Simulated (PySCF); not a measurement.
Compound: C₆H₁₀OSi.
Numbering: `[CH3:1][CH2:2][CH2:3][Si@@H:4]1[CH:5]=[CH:6][C:7]1=[O:8]`

NICS is the negative of the GIAO shielding at a point without a nucleus: at the ring centre (0) and 1 Å above and below it (1); zz is the component along the ring normal. Level: GIAO PBE0/pcSseg-1 (PySCF, non-relativistic, gas phase) on the GFN2-xTB geometry, one conformer.

Ring bond lengths (Å), with Mayer bond orders in brackets: Si4–C5 1.907 (0.88), C5–C6 1.343 (1.72), C6–C7 1.477 (0.98), C7–Si4 1.955 (0.81).

Task: Give the NICS values of each ring in ppm.

Result: 
| ring | type | NICS(0) | NICS(1), two faces | NICS(1)zz, two faces | rms pucker (Å) | centre to ring atoms, mean (Å) |
| --- | --- | --- | --- | --- | --- | --- |
| Si4–C5–C6–C7 | 4-membered ring with Si; formal bonds 1 double, 3 single | 7.7 | -2.5 / -2.7 | 0.3 / -1.2 | 0.00 | 1.17 |

Task: What do they say, and how far can they be read as aromaticity?

Result: 
- Si4–C5–C6–C7: mean NICS(1)zz -0.4 ppm, near zero. Si4 has four or more neighbours, so the value isn't read as a sign of a π ring current. NICS(0) lies 10 ppm above the mean NICS(1).

The values belong to the conformer `[CH3:1][CH2:2][CH2:3][Si@@H:4]1[CH:5]=[CH:6][C:7]1=[O:8]`: C1–C2–C3–Si4 -64°, C2–C3–Si4–C5 166°.
